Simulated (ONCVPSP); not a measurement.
What the settings do to the ONCV potential of Os (Z = 76)

Base potential:

- Element: osmium (Os)
- Generator: ONCVPSP 4.0.1
- Type: optimised norm-conserving Vanderbilt (ONCV)
- Functional: PBE
- Relativity: scalar-relativistic
- Frozen core: [Kr] 4d10 4f14
- Valence charge: 16
- Reference configuration: 5s2 5p6 5d6 6s2
- Partial waves: 5s+6s: rc 1.55 bohr, ncon 3, nbas 6, qcut 9.1 1/bohr, 2 projectors; 5p: rc 1.60 bohr, ncon 4, nbas 8, qcut 10.7 1/bohr, 1 projector; 5d: rc 2.20 bohr, ncon 4, nbas 9, qcut 6.1 1/bohr, 1 projector
- Local potential: polynomial inside 1.45 bohr (lpopt 5, dvloc0 1 Ha)
- Core correction: Teter function, fcfact 3.75, rcfact 1.4

All-electron outer shells of the reference configuration (PBE, scalar-relativistic, ld1.x):

| shell | level (eV) | outermost node (bohr) | outermost maximum (bohr) |
| --- | --- | --- | --- |
| 5s | -91.55 | 0.51 | 0.91 |
| 4f | -51.98 | – | 0.40 |
| 5p | -50.84 | 0.55 | 1.03 |
| 5d | -6.25 | 0.60 | 1.36 |
| 6s | -6.15 | 1.20 | 2.48 |

Cutoffs, loose and tight: the cutoffs (Ha) at which the residual kinetic energy of the hardest occupied pseudo-wave falls to 1 and 0.1 mHa per electron. They do not see the model core or the augmentation charge, which bear on the density cutoff. Test errors are all-electron minus pseudo excitation energies from the reference, over the configurations 5s2 5p6 5d6 6s1; 5s2 5p6 5d6 6s0; 5s2 5p6 5d5 6s0; 5s2 5p6 5d6 6s0 6p1. A dash means not determined; rows that change the core or the reference have their own tests.

A true bound ghost makes a file unfit for plane-wave use even where its test errors are small: the radial tests pick states by their node count and pass the ghost by.

```csv
change,outcome,"cutoff, loose","cutoff, tight",bound ghosts,GHOST(+) flags above zero,largest test error (meV)
base,generated,32 Ha,39 Ha,none,none,-25
"local potential polynomial inside 1.45 bohr (lpopt 5, dvloc0 -2.5 Ha)",generated,32 Ha,39 Ha,none,s,+142
"local potential polynomial inside 1.45 bohr (lpopt 5, dvloc0 0.5 Ha)",generated,32 Ha,39 Ha,none,s,-15
"local potential polynomial inside 1.45 bohr (lpopt 5, dvloc0 1.5 Ha)",generated,32 Ha,39 Ha,none,s,-67
"local potential polynomial inside 1.45 bohr (lpopt 5, dvloc0 4.5 Ha)",generated,32 Ha,39 Ha,none,s,+95
"local potential polynomial inside 1.45 bohr (lpopt 5, dvloc0 6.5 Ha)",generated,32 Ha,39 Ha,none,s,-17
"local potential polynomial inside 1.45 bohr (lpopt 5, dvloc0 8 Ha)",generated,32 Ha,39 Ha,s,none,-18
"local potential polynomial inside 1.45 bohr (lpopt 5, dvloc0 9 Ha)",generated,32 Ha,39 Ha,s,none,-28
```

What comes out with this change to the base: local potential polynomial inside 1.45 bohr (lpopt 5, dvloc0 3.5 Ha)?

outcome: generated; cutoff, loose: 32 Ha; cutoff, tight: 39 Ha; bound ghosts: none; GHOST(+) flags above zero: none; largest test error (meV): +261.

What comes out with this change to the base: local potential polynomial inside 1.45 bohr (lpopt 5, dvloc0 -0.5 Ha)?

outcome: generated; cutoff, loose: 32 Ha; cutoff, tight: 39 Ha; bound ghosts: none; GHOST(+) flags above zero: s; largest test error (meV): +52.

Reading the sweep of the dvloc0 (base included, trends over the rows without a ghost): The loose cutoff stays near 32 Ha. The median size of the test errors (rows with all tests solved) is not monotonic: lowest 6.8 meV at 0.5 Ha, highest 13.1 meV at 1.5 Ha. Bound ghosts are found at 8, 9 Ha.
